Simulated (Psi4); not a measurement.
C$_{2}$H$_{5}$O, doublet, at a GFN2-xTB geometry; MP2/STO-3G run with Psi4.

Psi4 was given this input:
```
memory 2 GB

molecule mol {
0 2
  C     0.031253    1.181916   -0.338547
  O     0.244578    0.109335    0.472470
  C    -0.155948   -1.132882   -0.040575
  H     0.251414    2.121788    0.125724
  H    -0.688309    1.107007   -1.134827
  H     0.026173   -1.870495    0.739352
  H    -1.220492   -1.130349   -0.301951
  H     0.422761   -1.396837   -0.933325
}

set basis sto-3g
set reference uhf

energy('mp2')
print_variables()
```

Output, abridged:

```
    SCF Algorithm Type (re)set to DF.

   => Loading Basis Set <=

    Name: STO-3G
    Role: ORBITAL
    Keyword: BASIS

         ---------------------------------------------------------
                                   SCF
               by Justin Turney, Rob Parrish, Andy Simmonett
                          and Daniel G. A. Smith
                              UHF Reference
         ---------------------------------------------------------

  ==> Geometry <==

    Molecular point group: c1
    Full point group: C1

    Geometry (in Angstrom), charge = 0, multiplicity = 2:

       Center              X                  Y                   Z               Mass
    ------------   -----------------  -----------------  -----------------  -----------------
         C            0.004656340007     1.156175928158    -0.371651945343    12.000000000000
         O            0.217981340007     0.083594928158     0.439365054657    15.994914619570
         C           -0.182544659993    -1.158622071842    -0.073679945343    12.000000000000
         H            0.224817340007     2.096047928158     0.092619054657     1.007825032230
         H           -0.714905659993     1.081266928158    -1.167931945343     1.007825032230
         H           -0.000423659993    -1.896235071842     0.706247054657     1.007825032230
         H           -1.247088659993    -1.156089071842    -0.335055945343     1.007825032230
         H            0.396164340007    -1.422577071842    -0.966429945343     1.007825032230

  Running in c1 symmetry.

  Rotational constants: A =      1.60629  B =      0.35666  C =      0.30988 [cm^-1]
  Rotational constants: A =  48155.38562  B =  10692.36635  C =   9289.87010 [MHz]
  Nuclear repulsion =   77.547414462114787

  Charge       = 0
  Multiplicity = 2
  Electrons    = 25
  Nalpha       = 13
  Nbeta        = 12

  ==> Algorithm <==

  SCF Algorithm Type is DF.
  DIIS enabled.
  MOM disabled.
  Fractional occupation disabled.
  Guess Type is SAD.
  Energy threshold   = 1.00e-08
  Density threshold  = 1.00e-08
  Integral threshold = 1.00e-12

  ==> Primary Basis <==

  Basis Set: STO-3G
    Blend: STO-3G
    Number of shells: 14
    Number of basis functions: 20
    Number of Cartesian functions: 20
    Spherical Harmonics?: true
    Max angular momentum: 1

   => Loading Basis Set <=

    Name: (STO-3G AUX)
    Role: JKFIT
    Keyword: DF_BASIS_SCF

  ==> Integral Setup <==

  SCF_SUBTYPE=INCORE selected. In-core MEM_DF algorithm will be used.
  Using in-core AOs.

  ==> MemDFJK: Density-Fitted J/K Matrices <==

    J tasked:                   Yes
    K tasked:                   Yes
    wK tasked:                   No
    Algorithm:                 Core
    Schwarz Cutoff:           1E-12
    Mask sparsity (%):       0.5000
    Fitting Condition:        1E-10

   => Auxiliary Basis Set <=

  Basis Set: (STO-3G AUX)
    Blend: DEF2-UNIVERSAL-JKFIT
    Number of shells: 105
    Number of basis functions: 317
    Number of Cartesian functions: 371
    Spherical Harmonics?: true
    Max angular momentum: 4

  Minimum eigenvalue in the overlap matrix is 2.3076889332E-01.
  Reciprocal condition number of the overlap matrix is 1.0108745325E-01.
    Using symmetric orthogonalization.

  ==> Pre-Iterations <==

  SCF Guess: Superposition of Atomic Densities via on-the-fly atomic UHF (no occupation information).

   -------------------------
    Irrep   Nso     Nmo
   -------------------------
     A         20      20
   -------------------------
    Total      20      20
   -------------------------

  ==> Iterations <==

                           Total Energy        Delta E     RMS |[F,P]|

   @DF-UHF iter SAD:  -149.03775676509375   -1.49038e+02   0.00000e+00
   @DF-UHF iter   1:  -151.46059771146244   -2.42284e+00   1.03710e-02 DIIS/ADIIS
   @DF-UHF iter   2:  -151.49029439788177   -2.96967e-02   2.98422e-03 DIIS/ADIIS
   @DF-UHF iter   3:  -151.49372315814307   -3.42876e-03   1.34972e-03 DIIS/ADIIS
[...]
[...]
      13A     -0.260592

    Alpha Virtual:

[...]
      20A      0.850839

    Beta Occupied:

[...]
    Beta Virtual:

[...]
    Final Occupation by Irrep:
              A
    DOCC [    12 ]
    SOCC [     1 ]
    NA   [    13 ]
    NB   [    12 ]

  @DF-UHF Final Energy:  -151.49546365041004

   => Energetics <=

    Nuclear Repulsion Energy =             77.5474144621147872
    One-Electron Energy =                -360.6859921241578490
    Two-Electron Energy =                 131.6431140116330312
    Total Energy =                       -151.4954636504100449

  UHF NO Occupations:
  HONO-2 :   11  A 1.9989510
  HONO-1 :   12  A 1.9972563
  HONO-0 :   13  A 1.0000000
  LUNO+0 :   14  A 0.0027437
  LUNO+1 :   15  A 0.0010490
  LUNO+2 :   16  A 0.0009458
  LUNO+3 :   17  A 0.0000154

Computation Completed

Properties will be evaluated at   0.000000,   0.000000,   0.000000 [a0]

Properties computed using the SCF density matrix

 Multipole Moments:

 ------------------------------------------------------------------------------------
     Multipole            Electronic (a.u.)      Nuclear  (a.u.)        Total (a.u.)
 ------------------------------------------------------------------------------------

 L = 1.  Multiply by 2.5417464519 to convert [e a0] to [Debye]
 Dipole X            :          0.9766228           -1.2565082           -0.2798854
 Dipole Y            :          1.0130227           -1.2160459           -0.2030232
 Dipole Z            :          1.2179874           -1.5639801           -0.3459928
 Magnitude           :                                                    0.4891475

 ------------------------------------------------------------------------------------

  //>>>>>>>>>>>>>>>>>>>>>>>>>>>>>>>>>>>//
  //               DFMP2               //
  //<<<<<<<<<<<<<<<<<<<<<<<<<<<<<<<<<<<//

   => Loading Basis Set <=

    Name: (STO-3G AUX)
    Role: RIFIT
    Keyword: DF_BASIS_MP2

	 --------------------------------------------------------
	                          DF-MP2
	      2nd-Order Density-Fitted Moller-Plesset Theory

	        Rob Parrish, Justin Turney, Andy Simmonett,
	           Ed Hohenstein, and C. David Sherrill
	 --------------------------------------------------------

	 --------------------------------------------------------
	                 NBF =    20, NAUX =   214
	 --------------------------------------------------------
	   CLASS    FOCC     OCC    AOCC    AVIR     VIR    FVIR
	   ALPHA       0      13      13       7       7       0
	    BETA       0      12      12       8       8       0
	 --------------------------------------------------------

	-----------------------------------------------------------
	 ==================> DF-MP2 Energies <====================
	-----------------------------------------------------------
	 Reference Energy          =    -151.4954636504100449 [Eh]
	 Singles Energy            =      -0.0000000000000000 [Eh]
	 Same-Spin Energy          =      -0.0155095230423825 [Eh]
	 Opposite-Spin Energy      =      -0.1109927668653011 [Eh]
	 Correlation Energy        =      -0.1265022899076836 [Eh]
	 Total Energy              =    -151.6219659403177218 [Eh]
	-----------------------------------------------------------
	 ================> DF-SCS-MP2 Energies <==================
	-----------------------------------------------------------
	 SCS Same-Spin Scale       =       0.3333333333333333 [-]
	 SCS Opposite-Spin Scale   =       1.2000000000000000 [-]
	 SCS Same-Spin Energy      =      -0.0051698410141275 [Eh]
	 SCS Opposite-Spin Energy  =      -0.1331913202383613 [Eh]
	 SCS Correlation Energy    =      -0.1383611612524888 [Eh]
	 SCS Total Energy          =    -151.6338248116625209 [Eh]
	-----------------------------------------------------------

  Variable Map:
  ----------------------------------------------------------------------------
[...]
  Array Variable Map:
  ----------------------------------------------------------------------------
[...]
[...]
```
